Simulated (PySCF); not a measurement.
Below is a simulated gas-phase C 1s photoelectron spectrum of `B(F)(F)CC1CC1`.

Every computed line was given a Gaussian of 0.6 eV full width at half maximum and an area set by the number of equivalent atoms; the highest printed point is 100. Theory: PySCF 2.14.0, delta-SCF UKS SCAN, pcX-2 on the ionised atom, pcseg-1 elsewhere, spin-free X2C.

| binding energy (eV) | intensity |
| --- | --- |
| 289.8 | 0 |
| 289.9 | 1 |
| 290.0 | 3 |
| 290.1 | 7 |
| 290.2 | 15 |
| 290.3 | 28 |
| 290.4 | 48 |
| 290.5 | 70 |
| 290.6 | 90 |
| 290.7 | 100 |
| 290.8 | 97 |
| 290.9 | 83 |
| 291.0 | 62 |
| 291.1 | 41 |
| 291.2 | 23 |
| 291.3 | 12 |
| 291.4 | 5 |
| 291.5 | 2 |
| 291.6 | 1 |
| 291.7 | 0 |

Question: Count the maxima, the lines and the sites behind this envelope.

Answer: The curve has 1 maximum (at 290.7 eV). Under it lie 3 lines from 3 inequivalent carbon sites. At this width some lines have no maximum of their own.

Question: Decompose the envelope and assign each component. Numbering: `[F:1][B:2]([F:3])[CH2:4][CH:5]1[CH2:6][CH2:7]1`.

Answer: 
```
position (eV)  relative area  line  atoms                 environment
       290.64              2  C 1s  C6/C7  three-membered-ring carbon
       290.78              1  C 1s     C4   sp3 carbon bound to boron
       290.86              1  C 1s     C5  three-membered-ring carbon
```

Question: What are the centre and the root-mean-square width of the whole band?

Answer: The area-weighted mean of the lines is 290.73 eV. Their own spread about it is 0.09 eV (rms) and each Gaussian has σ = 0.6/2.355 = 0.25 eV; the variances add, which gives 0.27 eV.

The 3 C 1s values lie within 0.22 eV of each other; Gaussian lines of 0.5 eV full width would blend them into one maximum.

The curve has no shake-up lines and no vibrational structure. Topologically equivalent atoms share the value of their first member; where this conformer doesn't relate them by symmetry, their own values could differ. The structure is a single PBE0-D3(BJ)/def2-SVP conformer in the gas phase; no vibrational or solvent corrections.

Shape of the structure used: `[F:1][B:2]([F:3])[CH2:4][CH:5]1[CH2:6][CH2:7]1`: F1–B2–C4–C5 -24°, B2–C4–C5–C6 -158°.
